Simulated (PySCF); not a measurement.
Species: [MoNCl4]2- (charge -2 and doublet state).
Bonds: Mo1–N2, Mo1–Cl3, Mo1–Cl4, Mo1–Cl5, Mo1–Cl6.

Method used: PBE0-D3(BJ)/def2-SVP geometry optimisation, gas phase, def2 core potentials past Kr (PySCF 2.14.0).

What internal coordinates does the optimisation give?

```json
{"bond": "Mo1–N2", "length (bohr)": "3.076"}
{"bond": "Mo1–Cl3 and 3 like bonds", "length (bohr)": "4.674"}
```

Bonds in one row agree within 0.02 bohr and their mean is given. A selection of angles:
```json
{"angle": "N2–Mo1–Cl3", "degrees": "104.5"}
{"angle": "Cl3–Mo1–Cl4", "degrees": "86.4"}
{"angle": "Cl3–Mo1–Cl5", "degrees": "150.9"}
```

All 4 Cl–Mo bonds measure 2.473 to 2.474 Å. Mo1 (molybdenum bonded to 4 Cl and N) is square pyramidal (τ5 = (β − α)/60° = 0.00 from the two widest angles, 150.9° and 150.9° (0 for a square pyramid, 1 for a trigonal bipyramid)).

Point group: C4v (tolerance 0.08 Å). Stationary, but not proved a minimum. ⟨S²⟩ = 0.763 (exact for a doublet: 0.75). Whether so highly charged an anion holds all its electrons in the gas phase wasn't checked; a finite basis holds them in any case. No counter-ion or solvent screens the charge of this multiply charged ion. The geometry's basis has no diffuse functions, a weakness for an anion.

The run took 86 s of wall time on one thread of an x86-64 server, no GPU (shared host). That covers the optimisation of the geometry.

Neither the SCF state along the optimisation nor the shape of the open-shell metal species was proved the lowest: other solutions of the same spin, or a structure of lower symmetry, can lie below.
